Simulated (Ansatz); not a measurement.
Species: sum formula SiBrF$_{2}$, net charge 1, singlet state. 
Coordinates optimised at B3LYP-D3(BJ)/def2-TZVP (Ansatz, a quantum-chemistry and plane-wave program):
```xyz
4

Si    -0.5364     0.6754     0.0925
Br     0.7536    -0.9489    -0.1300
F     -0.0365     2.1264     0.1569
F     -2.0597     0.5132     0.2047
```
Charge +1, spin multiplicity 1.

Basis-set convergence of Hartree-Fock and CCSD correlation energies (hartree) with Ansatz. Valence correlation only, unless marked. Spin-orbit coupling is left out. Frozen are the shells of the preceding noble gas and the d and f shells that filled before the atom's block. No relativistic terms.

| basis | functions | E(HF) | E(corr, CCSD) |
|---|---|---|---|
| def2-SVP | 78 | -3059.47457 | -0.58049 |
| def2-TZVPP | 152 | … | … |

Q: Fill in the missing entries.

A: 
- def2-TZVPP, E(HF): -3060.17701
- def2-TZVPP, E(corr, CCSD): -0.75972
